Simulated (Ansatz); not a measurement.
C2H3BO can be A, `OC1=CB1`, or B, `BC=C=O`.

Computed with Ansatz on PBE0-D4/def2-TZVP structures; ΔE is electronic, products minus reactants. CCSD(T)/CBS adds triple-zeta CCSD(T) − MP2 to the extrapolated MP2 energy (def2 sets, frozen cores). Functionals use def2-TZVPP. Each species was taken in one conformer, which may not be the lowest.

(1) Which isomer does CCSD(T)/CBS put lower? Give the gap. (Best estimate.)

(2) Give E(B) − E(A) in kcal/mol with ωB97M-V, CCSD/def2-TZVPP, CCSD(T)/def2-SVP, BLYP-D4, r2SCAN-D4, PBE0-D4, B2PLYP. (Estimate.)

(3) Does the order hold for the free energy at 298.15 K (harmonic terms from PBE0-D4)? (Estimate.)

Largest T1 diagnostic: 0.017.

Answers

(1) The calculation gave: B, by 18.2 kcal/mol.

(2) Computed: ωB97M-V -18.0, CCSD/def2-TZVPP -19.1, CCSD(T)/def2-SVP -20.6, BLYP-D4 -25.2, r2SCAN-D4 -20.6, PBE0-D4 -16.8, B2PLYP -22.0. None reverses the order clearly.

(3) The calculation gave: Yes: G(B) − G(A) = -20.6 kcal/mol, for one conformer each.

In def2-TZVPP, CCSD(T) changes the Hartree–Fock value by +2.0 kcal/mol (the triples alone add −0.9 kcal/mol) and MP2 by +2.2 kcal/mol. From BLYP to BHLYP (50 % exact exchange), in def2-TZVPP and without D4, E(B) − E(A) moves by +5.6 kcal/mol.
